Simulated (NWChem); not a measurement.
Molecule: SiBrCl, singlet; SMILES Cl[Si]Br

```xyz
3

Si     1.0165    -0.6493     0.0000
Cl    -0.5028    -2.1108     0.0000
Br    -0.1609     1.3059     0.0000
```
Atoms are numbered in this order, from 1.

Results from NWChem. Low-valent species are run as closed-shell singlets; no triplet was tried in these runs. The geometry was optimised at B3LYP/6-31G* (spherical d). GIAO values for the isolated, static molecule; σ is the absolute isotropic shielding, δ = σ(reference) − σ with the isolated reference molecule computed at the same levels (29Si: tetramethylsilane). Spin-orbit effects, on the heavy nuclei and on their neighbours, are missing.

For level PBE0/pcSseg-1:

```
Quantity      Value
-----------  ------
σ Cl2 (ppm)   365.7
σ Br3 (ppm)  1400.0
```

Task: How do the values read with level BHandHLYP/pcSseg-1 instead?

Result: σ Cl2 (ppm): 415.7
σ Br3 (ppm): 1517.3
